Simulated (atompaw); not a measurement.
Before and after: PAW (atompaw) potential for antimony (Sb)

```
Element                 : antimony (Sb)
Generator               : atompaw 4.2.0.5
Type                    : PAW
Functional              : LDA (PW92)
Relativity              : non-relativistic
Frozen core             : [Kr]
Valence charge          : 15
Reference configuration : 4d10 5s2 5p3
Partial waves           : 5s (bound): rc 2.65 bohr; 5s channel at 0.1 Ry: rc 2.65 bohr; 5p (bound): rc 2.65 bohr; 5p channel at 0.55 Ry: rc 2.65 bohr; 4d (bound): rc 2.65 bohr; 4d channel at -2 Ry: rc 1.45 bohr; 4f channel at 0.4 Ry: rc 2.60 bohr; 4f channel at 1.75 Ry: rc 2.60 bohr
Local potential         : ultrasoft scheme with l = 4 at 1 Ry, radius 1.75 bohr
Core correction         : smooth core density matched at 2.30 bohr
Augmentation charge     : sinc compensation charge, radius 2.55 bohr; PAW radius 2.65 bohr; waves and projectors: custom rrkj vanderbiltortho
```

Change: augmentation sinc compensation charge, radius 2.55 bohr; PAW radius 2.65 bohr; waves and projectors: custom polynom2 7 10 vanderbiltortho.

Cutoffs: the cutoffs (Ry, on a coarse ladder) from which the occupation-weighted sum of valence levels, in a spherical-Bessel basis at the reference potential, stays within 10 and 1 mRy of its value at 400 Ry; they do not see the model core or the augmentation charge, which bear on the density cutoff.

Q: What does the change do?

A: The potential gets harder (15 Ry and 21 Ry → 30 Ry and 60 Ry); the bound ghost in s disappears.

| quantity | base | changed |
| --- | --- | --- |
| cutoff, loose | 15 Ry | 30 Ry |
| cutoff, tight | 21 Ry | 60 Ry |
| loose cutoff by channel (10 mRy a level) | s 6 Ry, p 6 Ry, d 12 Ry | s 6 Ry, p 8 Ry, d 8 Ry |
| bound ghosts | s | none |
| s: phases at 2.65 bohr within 0.05 rad from the reference energy up to (Ry; the scan ends near 5) | 3.7 | 3.1 |
| p: phases at 2.65 bohr within 0.05 rad from the reference energy up to (Ry; the scan ends near 5) | 3.2 | 3.0 |
| d: phases at 2.65 bohr within 0.05 rad from the reference energy up to (Ry; the scan ends near 5) | 0.4 | 0.2 |
| f: phases at 2.65 bohr within 0.05 rad from the reference energy up to (Ry; the scan ends near 5) | 3.0 | 3.2 |
| lowest overlap eigenvalue by channel | s 0.23, p 0.48, d 0.11, f 0.94 | s 0.84, p 0.90, d 0.70, f 0.98 |

 A true bound ghost makes a file unfit for plane-wave use even where its test errors are small: the radial tests pick states by their node count and pass the ghost by. The cutoffs see the waves, projectors and local potential, not the compensation charge or the core.
